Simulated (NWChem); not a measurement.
Molecule: C3H2BrF; SMILES FC=C=CBr

```xyz
7

F      0.5691    -3.2456    -0.2840
C     -0.1447    -2.3942     0.4787
C     -0.5080    -1.2064     0.0691
C     -0.8888    -0.0203    -0.2963
Br     0.1713     1.5651     0.0025
H     -0.3825    -2.8088     1.4543
H     -1.8200     0.2121    -0.8010
```
Atoms are numbered in this order, from 1.

Level: B3LYP/6-31G* (spherical d) (NWChem), optimised geometry, unscaled harmonic frequencies. This build's default masses of Se (78.918 u) and Br (79.917 u) are each other's, which moves their modes by up to 0.6 %. B3LYP is NWChem's, with the RPA form of VWN correlation.

| frequency (cm⁻¹) | IR intensity (km/mol) |
|---|---|
| 106 | 0.1 |
| 195 | 2.6 |
| 302 | 2.4 |
| 413 | 8.9 |
| 626 | 18.6 |
| 664 | 84.9 |
| 787 | 18.5 |
| 882 | 17.0 |
| 1052 | 120.1 |
| 1200 | 119.2 |
| 1282 | 24.2 |
| 1442 | 53.1 |
| 2080 | 221.8 |
| 3212 | 6.6 |
| 3228 | 2.3 |

```json
{
  "zero_point_energy": "25.0 kcal/mol",
  "thermal correction to the enthalpy at 298.15 K (with zero-point energy)": "28.9 kcal/mol",
  "heat capacity Cv": "16.7 cal/(mol K)",
  "entropy at 298.15 K and 1 atm (symmetry number 1)": "77.2 cal/(mol K)",
  "dipole_moment": "1.63 D"
}
```

Rigid rotor and harmonic oscillator.
